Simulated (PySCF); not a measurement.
# From computed data to an observable: chemical shift, span and skew from a shielding tensor

C3H9Ge, SMILES C[C](C)[GeH3] (connectivity only; charge and spin as stated), charge +1, multiplicity 1. Atoms are numbered in the order given.

```xyz
13

C     -1.1510     1.7276    -0.3014
C     -0.9162     0.3265    -0.0318
C     -2.0327    -0.5786     0.1307
Ge     0.9736    -0.3513     0.0532
H     -2.1523     1.9694    -0.6902
H     -1.1228     2.1354     0.7435
H     -0.3378     2.2486    -0.8276
H     -3.0052    -0.0974     0.3160
H     -2.0947    -1.0174    -0.8996
H     -1.8384    -1.4405     0.7857
H      0.9503    -1.6236     0.8944
H      1.2602    -0.5953    -1.4342
H      1.7852     0.8100     0.6250
```
Charge +1, spin multiplicity 1.

Geometry: PBE0-D3(BJ)/def2-SVP. The spin state was assumed, not searched. The isomer is the one that the SMILES or the coordinates give; other isomers of the formula were not compared.

GIAO shieldings from B3LYP/pcSseg-1 run with PySCF, non-relativistic, no solvent. The symmetric part of the tensor of C2 has the principal values -566.7, -332.9, 162.4 ppm. The same nucleus in TMS has σ = 181.3 ppm at this level (PySCF, at its B3LYP-D3(BJ)/def2-TZVP geometry).

Question: Work out the isotropic shielding, the ¹³C shift against TMS, the span and the skew.

Answer: 
σ(iso) = (σ11 + σ22 + σ33)/3 = -245.7 ppm. δ = σ(ref) − σ(iso) = 181.3 − (-245.7) = 427.0 ppm.
Span Ω = σ33 − σ11 = 729.1 ppm. Skew κ = 3(σ(iso) − σ22)/Ω = 0.36. Tumbling in solution averages the tensor to δ; in a static solid the shielding alone would spread this spin-1/2 line over Ω.
